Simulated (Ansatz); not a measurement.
`C#C[SiH2]CN` + `[AlH2][SiH3]` → `C#C[SiH2][AlH][SiH3]` + CH₃NH₂  (formal exchange of groups at the Si–C bond)

Isolated molecules relaxed with PBE0-D4/def2-TZVP in Ansatz; ΔE leaves out vibrations. CCSD(T)/CBS adds triple-zeta CCSD(T) − MP2 to the extrapolated MP2 energy (def2 sets, frozen cores). This one scheme is used for every species. DFT in def2-TZVPP. One conformer a species, not always the lowest.

CCSD(T)/CBS gives -30.8 kJ/mol.

Task: Another level gave -30.6 kJ/mol. Which?
A. PBE0/def2-TZVPP
B. HF/def2-TZVPP
C. ωB97M-V/def2-TZVPP
D. B2PLYP/def2-TZVPP

Result: C. ωB97M-V -30.6, PBE0 -49.9, B2PLYP -25.2, HF/def2-TZVPP 12.5 kJ/mol.

Largest T1 diagnostic among the species: 0.015.

The D4 term adds −4.8 kJ/mol with B3LYP and −2.7 kJ/mol with PBE0; it sums over pairs of atoms, weighted by their polarisabilities, and B3LYP, whose exchange is more repulsive, gets the larger term. In def2-TZVPP, CCSD(T) changes the Hartree–Fock value by −43.8 kJ/mol (the triples alone add −9.5 kJ/mol) and MP2 by −42.6 kJ/mol.

B3LYP here is the variant with VWN-RPA as its local correlation; programs differ in this.
